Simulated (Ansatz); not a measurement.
The same path of BBrClH2O (6 atoms, charge 1, multiplicity 1) was run twice with different band settings. The coordinate that changes most is the dihedral H5–O1–B2–Br4.

All numbers below come from RKS B3LYP-D4/def2-SVP (Ansatz).

Relaxed end points:

```xyz
6
Properties=species:S:1:pos:R:3
O -0.312 0.716 0.230
B 0.281 -0.595 -0.156
Cl 1.357 -1.234 1.001
Br -0.280 -1.244 -1.806
H -0.948 1.194 -0.345
H -0.097 1.163 1.077
```

```xyz
6
Properties=species:S:1:pos:R:3
O -0.313 0.715 0.230
B 0.281 -0.595 -0.156
Cl 1.357 -1.234 1.000
Br -0.280 -1.244 -1.807
H -0.097 1.163 1.077
H -0.948 1.195 -0.344
```

Common settings: climbing image yes; spring 5.0 eV/Å²; optimiser quadratic models (default); start path IDPP; force threshold 0.05 eV/Å; end points relaxed.

| run | movable images | iteration limit |
| --- | --- | --- |
| 1 | 9 | 33 |
| 2 | 1 | 60 |

(1) What does each run give, and how far can it be trusted?

Answers

(1) Run 1: converged after 6 iterations, highest image 0.379 eV above the first end. A vibrational analysis at the climbing image gives 2 clearly imaginary modes (384i, 368i cm⁻¹): a point of higher order, so a lower path passes nearby.
Run 2: converged after 5 iterations, highest image 0.379 eV above the first end. The dihedral H5–O1–B2–Br4 jumps by 91° between images 1 and 2, so the path isn't resolved there. Another band between the same ends (9 images) ends at a top of the same energy, where a vibrational analysis finds 2 clearly imaginary modes. So few images can step over the top or miss a turn of the path.
Limits of this set-up: the dipole of an ion depends on the origin.
